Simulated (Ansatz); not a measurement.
Input file:

```yaml
crystal:
  periodic: [false, false, false]
  atoms:
    - { symbol: O, position_ang: [1.68, -0.4075, -0.4614] }
    - { symbol: B, position_ang: [0.2284, -0.4411, -0.0617] }
    - { symbol: O, position_ang: [-0.4229, -1.7389, 0.1519] }
    - { symbol: C, position_ang: [-0.5356, 0.9042, 0.1402] }
    - { symbol: F, position_ang: [-0.6507, 1.5924, -1.0608] }
    - { symbol: F, position_ang: [-0.0145, 1.6859, 1.1179] }
    - { symbol: H, position_ang: [1.63, -0.3816, -1.4591] }
    - { symbol: H, position_ang: [-0.1865, -1.917, 1.1164] }
    - { symbol: H, position_ang: [-1.6397, 0.6573, 0.4994] }
basis:
  gaussian: { orbitals: def2-SVP }
hamiltonian:
  xc: pbe0
relax:
  f_tol: 0.02
  max_steps: 50
output:
  orbitals: {}
```

Run as:

```bash
$ ansatz run input.yaml --threads 2 --pin off --max-ram 3072MiB --backend cpu --events-out ev --progress --plain --runs-dir out
```

Hardware: 2 threads of Arm Neoverse V2, on a shared host.

Question: Roughly how long does this run take, and how much memory?

Answer: 38 s, with a peak of 0.2 GiB, for 18 ionic steps.
